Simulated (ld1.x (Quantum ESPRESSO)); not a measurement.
Ranking TM semilocal potentials for Au

All share these settings but for the change named:

ld1.x (Quantum ESPRESSO) 7.5 input, shortened:

```
&input
   title='Au', zed=79., rel=1, dft='PZ', iswitch=3,
   config='[Xe] 4f14 5d10 6s1 6p0'
 /
 &inputp
   pseudotype=1, tm=.true., lloc=0,
   nlcc=.true., new_core_ps=.true.
 /
3
5P  2  1   6.00   0.00  1.70  1.70  0.0
5D  3  2  10.00   0.00  2.05  2.05  0.0
6S  1  0   1.00   0.00  2.00  2.00  0.0
 &test
   configts(1)='5p6 5d10 6s1 6p0'
 /
```

Test errors are all-electron minus pseudo excitation energies from the reference, over 5p6 5d10 6s0 6p0; 5p6 5d9 6s0 6p0; 5p6 5d8 6s0 6p0; 5p6 5d9 6s1 6p1; 5p6 5d9 6s1 6p0; 5p5 5d10 6s1 6p0; 5p6 5d10 6s0 6p1. None of these files shows a bound ghost.

The base gives 259.9 meV.

Of 7 variants that were run, those that failed, showed a ghost or another fault, or gave nearly equal values are left out.

Task: Rank these variants by their largest absolute test error, smallest first.
A. wave 5p (bound): rc 1.70 bohr becomes 5p (bound): rc 2.10 bohr
B. wave 5p (bound): rc 1.70 bohr becomes 5p (bound): rc 2.28 bohr
C. wave 5p (bound): rc 1.70 bohr becomes 5p (bound): rc 1.58 bohr
D. wave 5p (bound): rc 1.70 bohr becomes 5p (bound): rc 1.10 bohr
E. wave 5p (bound): rc 1.70 bohr becomes 5p (bound): rc 2.52 bohr

Result: D (120.1 meV), E (155.5 meV), C (184.5 meV), B (313.0 meV), A (399.7 meV).
